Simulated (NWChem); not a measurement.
Molecule: CuNH₃I; SMILES [NH3]->[Cu][I]

```xyz
6

Cu     0.0005    -1.1791    -0.0001
I     -0.0013     1.2173     0.0002
N      0.0034    -3.1390    -0.0004
H      0.6198    -3.5226    -0.7189
H     -0.9256    -3.5261    -0.1745
H      0.3185    -3.5237     0.8917
```
Atoms are numbered in this order, from 1.

Level: PBE0/def2-SVP with def2 effective core potentials on I (NWChem), optimised geometry, unscaled harmonic frequencies. def2 effective core potentials on I; no spin-orbit coupling.

```
frequency (cm⁻¹)  IR intensity (km/mol)
----------------  ---------------------
92                                  5.1
93                                  5.1
230                                11.2
443                                 2.0
588                                35.7
588                                35.7
1208                              129.1
1631                               24.2
1631                               24.3
3496                               11.8
3610                               53.6
3610                               53.6
```

The zero-point energy comes out as 24.6 kcal/mol and the thermal correction to the enthalpy at 298.15 K (with zero-point energy) is 28.6 kcal/mol. The heat capacity Cv is 15.4 cal/(mol K). The entropy at 298.15 K and 1 atm (symmetry number 3) is 75.3 cal/(mol K).

Rigid rotor and harmonic oscillator; modes under 100 cm⁻¹ make the entropy uncertain.
